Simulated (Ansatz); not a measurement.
`F[SiH2]S[SiH2]F` → 2 F• + 4 H• + S• + 2 Si•  (atomization)

Program: Ansatz. Geometries: PBE0-D4/def2-TZVP. ΔE: electronic, gas phase. CCSD(T)/CBS is the MP2 limit (def2-TZVPP, def2-QZVPP) plus CCSD(T) − MP2 in def2-TZVPP, frozen cores. This one scheme is used for every species, atoms too. For atomizations the MP2-based limit and the directly extrapolated one differ by several kJ/mol either way, and by 10 to 25 for some Ge, Se and Sn compounds, so smaller differences from it don't rank the levels. DFT in def2-TZVPP. B3LYP here is the variant with VWN-RPA as its local correlation; programs differ in this. No spin–orbit coupling; open shells (•) take unrestricted orbitals. Spin–orbit coupling would lower the free atoms: a little for F, S, Si. Each species was taken in one conformer, which may not be the lowest.

CCSD(T)/CBS gives +3154.8 kJ/mol.

Question: Another level gave +3072.5 kJ/mol. Which?
A. LC-ωPBE/def2-TZVPP
B. B3LYP/def2-TZVPP
C. r2SCAN0-D4/def2-TZVPP
D. BHLYP-D4/def2-TZVPP

Answer: B. B3LYP 3072.5, LC-ωPBE 3096.6, BHLYP-D4 3045.5, r2SCAN0-D4 3089.7 kJ/mol.

Question: What do rigid-rotor, harmonic-oscillator terms from PBE0-D4/def2-TZVP frequencies (298.15 K, 1 bar) make of the CCSD(T)/CBS value? (Best estimate.)

Answer: The calculation gave: ΔZPE = -113.5 kJ/mol, ΔH = +3075.0 kJ/mol, ΔS = 922 J/(mol·K), ΔG = +2800.3 kJ/mol. Open shells count their whole term as degenerate. Modes under 50 cm⁻¹ make the entropy rough.

Largest T1 diagnostic among the species: 0.012.

The D4 term adds +37.9 kJ/mol with B3LYP and +19.7 kJ/mol with PBE0; it sums over pairs of atoms, weighted by their polarisabilities, and B3LYP, whose exchange is more repulsive, gets the larger term. From PBE to PBE0 (25 % exact exchange), in def2-TZVPP and without D4, ΔE moves by −38.7 kJ/mol: exact exchange takes away binding that semilocal exchange gives to molecules.
